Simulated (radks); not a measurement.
Values are calculated unless marked as measured or tabulated.
The arsenic ion As+ inside a hard spherical wall (all orbitals vanish at R), configuration held at [Ar] 3d10 4s2 4p2 and not refilled when levels cross. Level of theory: scalar-relativistic Kohn-Sham, PBE, spin-unpolarised, spherical densities, point nucleus (a radial shooting solver on a logarithmic mesh with Libxc functionals). Eigenvalues in eV, with the zero of energy where the potential of the charges vanishes at infinity; a dash marks a level that is unbound or too diffuse for the functional's potential to be trusted. A positive occupied level is held by the wall or, in an anion where self-interaction has pushed it up, behind a barrier. The pressure on the wall is -dE/dV.

[
 {"R (bohr)": "free", "E (hartree)": "-2260.47031", "kinetic (hartree)": "2304.025", "e(3p)": "-143.45", "e(3d)": "-50.399", "e(4s)": "-23.356", "e(4p)": "-13.340", "e(5s, empty)": "-4.972", "e(4d, empty)": "-", "pressure (GPa)": "0"},
 {"R (bohr)": "20", "E (hartree)": "-2260.47031", "kinetic (hartree)": "2304.025", "e(3p)": "-143.45", "e(3d)": "-50.399", "e(4s)": "-23.356", "e(4p)": "-13.340", "e(5s, empty)": "-4.972", "e(4d, empty)": "-", "pressure (GPa)": "< 0.0001"},
 {"R (bohr)": "15", "E (hartree)": "-2260.47031", "kinetic (hartree)": "2304.025", "e(3p)": "-143.45", "e(3d)": "-50.399", "e(4s)": "-23.356", "e(4p)": "-13.340", "e(5s, empty)": "-4.971", "e(4d, empty)": "-3.278", "pressure (GPa)": "< 0.0001"},
 {"R (bohr)": "12", "E (hartree)": "-2260.47031", "kinetic (hartree)": "2304.025", "e(3p)": "-143.45", "e(3d)": "-50.399", "e(4s)": "-23.356", "e(4p)": "-13.340", "e(5s, empty)": "-4.950", "e(4d, empty)": "-3.251", "pressure (GPa)": "< 0.0001"},
 {"R (bohr)": "10", "E (hartree)": "-2260.47030", "kinetic (hartree)": "2304.026", "e(3p)": "-143.45", "e(3d)": "-50.398", "e(4s)": "-23.355", "e(4p)": "-13.339", "e(5s, empty)": "-4.844", "e(4d, empty)": "-3.159", "pressure (GPa)": "0.000269"},
 {"R (bohr)": "8", "E (hartree)": "-2260.47009", "kinetic (hartree)": "2304.028", "e(3p)": "-143.43", "e(3d)": "-50.382", "e(4s)": "-23.343", "e(4p)": "-13.326", "e(5s, empty)": "-4.293", "e(4d, empty)": "-2.805", "pressure (GPa)": "0.0136"},
 {"R (bohr)": "7", "E (hartree)": "-2260.46912", "kinetic (hartree)": "2304.038", "e(3p)": "-143.38", "e(3d)": "-50.327", "e(4s)": "-23.301", "e(4p)": "-13.278", "e(5s, empty)": "-3.425", "e(4d, empty)": "-2.332", "pressure (GPa)": "0.0959"},
 {"R (bohr)": "4", "E (hartree)": "-2260.29949", "kinetic (hartree)": "2304.994", "e(3p)": "-140.17", "e(3d)": "-47.174", "e(4s)": "-20.733", "e(4p)": "-9.819", "e(5s, empty)": "16.421", "e(4d, empty)": "6.414", "pressure (GPa)": "41.8"},
 {"R (bohr)": "3.5", "E (hartree)": "-2260.07196", "kinetic (hartree)": "2306.014", "e(3p)": "-137.68", "e(3d)": "-44.745", "e(4s)": "-18.296", "e(4p)": "-6.528", "e(5s, empty)": "30.459", "e(4d, empty)": "12.307", "pressure (GPa)": "131"},
 {"R (bohr)": "2.5", "E (hartree)": "-2258.05059", "kinetic (hartree)": "2313.373", "e(3p)": "-125.78", "e(3d)": "-33.109", "e(4s)": "-1.379", "e(4p)": "14.792", "e(5s, empty)": "106.35", "e(4d, empty)": "43.571", "pressure (GPa)": "1760"},
 {"R (bohr)": "2", "E (hartree)": "-2253.65054", "kinetic (hartree)": "2327.748", "e(3p)": "-110.27", "e(3d)": "-17.383", "e(4s)": "30.255", "e(4p)": "51.542", "e(5s, empty)": "217.39", "e(4d, empty)": "88.632", "pressure (GPa)": "8910"}
]
